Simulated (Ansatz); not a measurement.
Start from `N=CB(O)Cl` and change one atom or group to get `OB(Cl)Cl`.

Ansatz, PBE0-D4/def2-TZVP geometries, multiplicity 1. Each molecule was computed in one conformer, which needn't be the lowest.

```
                                                                                  property  `N=CB(O)Cl`
                                                      HOMO–LUMO gap (PBE0/def2-TZVPP) / eV         5.74
                                            size of the dipole moment (PBE/def2-TZVPP) / D         2.82
                                                       HOMO–LUMO gap (PBE/def2-TZVPP) / eV         3.18
                                                         LUMO energy (PBE/def2-TZVPP) / eV        -2.91
ideal-gas entropy at 298 K and 1 bar (rigid rotor, harmonic PBE0-D4/def2-TZVP) / J/(mol·K)          316
                                            zero-point energy (PBE0-D4/def2-TZVP) / kJ/mol        137.7
```

(1) Give the same properties after the change, and the shifts. (Estimate.)

Results:

(1) Computed: 
```
                                                                                  property  `OB(Cl)Cl`  shift
                                                      HOMO–LUMO gap (PBE0/def2-TZVPP) / eV        8.71   2.97
                                            size of the dipole moment (PBE/def2-TZVPP) / D        1.75  -1.07
                                                       HOMO–LUMO gap (PBE/def2-TZVPP) / eV        6.26   3.08
                                                         LUMO energy (PBE/def2-TZVPP) / eV       -1.37   1.54
ideal-gas entropy at 298 K and 1 bar (rigid rotor, harmonic PBE0-D4/def2-TZVP) / J/(mol·K)         296    -20
                                            zero-point energy (PBE0-D4/def2-TZVP) / kJ/mol        57.0  -80.7
```

With PBE0 the HOMO falls by 1.42 eV and the LUMO rises by 1.54 eV, so the gap widens by about 2.96 eV. PBE moves the HOMO by -1.54 eV and ωB97M-V by -1.31 eV. The zero-point energy changes by -80.7 kJ/mol with -9 modes. Dipoles are sizes alone; their direction can turn.
